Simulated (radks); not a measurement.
Species: Ag I. Configuration: [Ar] 3d10 4s2 4p4 4d10 5s1 6s2 (not the ground configuration). All-electron calculation, scalar-relativistic Kohn-Sham, PBE, spin-polarised, spherical densities, point nucleus; open shells are filled with parallel spins first (spin-orbit coupling, left out, can overturn this in heavy ions). Program: a radial shooting solver on a logarithmic mesh with Libxc functionals.

Radial electron density D(r) = 4 pi r^2 rho(r):

```
   r/bohr * D(r) (the largest magnitude, 75.9, reaches the edge; | marks zero)
 0.001715 | *
 0.001997 |  *
 0.002343 |   *
 0.002728 |    *
 0.003201 |      *
 0.003757 |       *
 0.004373 |          *
 0.005132 |            *
 0.005975 |               *
 0.007011 |                   *
 0.008162 |                       *
 0.009579 |                           *
  0.01124 |                                *
  0.01309 |                                   *
  0.01536 |                                       *
  0.01788 |                                         *
  0.02098 |                                           *
  0.02442 |                                          *
  0.02866 |                                         *
  0.03363 |                                      *
  0.03916 |                                     *
  0.04595 |                                    *
  0.05349 |                                      *
  0.06277 |                                           *
  0.07308 |                                                *
  0.08576 |                                                     *
   0.1006 |                                                      *
   0.1172 |                                                   *
   0.1375 |                                             *
   0.1601 |                                       *
   0.1878 |                                    *
   0.2187 |                                      *
   0.2566 |                                          *
   0.3011 |                                           *
   0.3506 |                                      *
   0.4114 |                             *
   0.4789 |                   *
    0.562 |             *
   0.6543 |           *
   0.7678 |            *
    0.901 |            *
    1.049 |           *
    1.231 |        *
    1.433 |     *
    1.682 |   *
    1.958 | *
    2.297 |*
    2.696 |*
    3.139 *
    3.683 *
    4.288 *
    5.032 *
    5.858 *
    6.874 *
    8.067 *
    9.391 *
    11.02 *
    12.83 *
    15.06 *
    17.53 *
```

D(r) has 5 maxima, at r = 0.0218, 0.0967, 0.289, 0.866, 5.95 bohr, and minima at 0.0431, 0.189, 0.654, 3.80 bohr, inside which lie 2.00, 11.22, 29.10, 45.06 electrons.
